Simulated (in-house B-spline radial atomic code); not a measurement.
Inner-shell binding energies (edges) and X-ray emission energies of free atoms and ions, as differences of relaxed hole-state energies with first-order Breit, QED and recoil terms, without correlation or multiplet splittings, in NIST's listed ground configurations. For neutral atoms such line energies lie within some 1 to 5 eV of tabulated X-ray lines (up to 20 eV for the heaviest). Removing outer electrons raises all edges nearly alike, so lines move far less than edges. K = 1s, L1 = 2s. A dash marks a subshell that is part filled or wasn't run, or a line left out. Computed with a B-spline radial code for spherical atoms: Dirac-Hartree-Fock, average of the configuration, finite nuclei.

| ion | configuration | K edge (eV) | L1 edge (eV) |
| --- | --- | --- | --- |
| N | [He] 2s2 2p3 | 411.89 | 24.426 |
| N+ | [He] 2s2 2p2 | 432.54 | 38.806 |
| N2+ | [He] 2s2 2p1 | 458.1 | 55.725 |
| N3+ | [He] 2s2 | 488.34 | 75.017 |
